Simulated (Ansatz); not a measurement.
FH₃NOSi, SMILES `N[Si](O)F` radical at its PBE0-D4/def2-TZVP geometry, where that method's forces vanish. The species carries charge 0 and has multiplicity 2.

```xyz
7

N     0.2052    0.4788    1.0759
Si   -0.5446   -0.0430   -0.3609
O     0.5039   -1.1026   -1.0470
F    -0.7527    1.2750   -1.2500
H     0.5770   -0.1991    1.7217
H    -0.1240    1.3070    1.5452
H     0.1351   -1.7160   -1.6850
```

(1) What forces (eV/Å) does ωB97M-V/def2-TZVPP give on these atoms in the Gaussian-basis code of Ansatz? (Best estimate.)

Results:

(1) Computed: 
```
N1   0.042  0.033  0.079
Si2 -0.150 -0.092  0.092
O3   0.069 -0.121 -0.093
F4  -0.010  0.156 -0.101
H5  -0.004  0.025 -0.001
H6   0.017 -0.019  0.006
H7   0.037  0.018  0.019
```
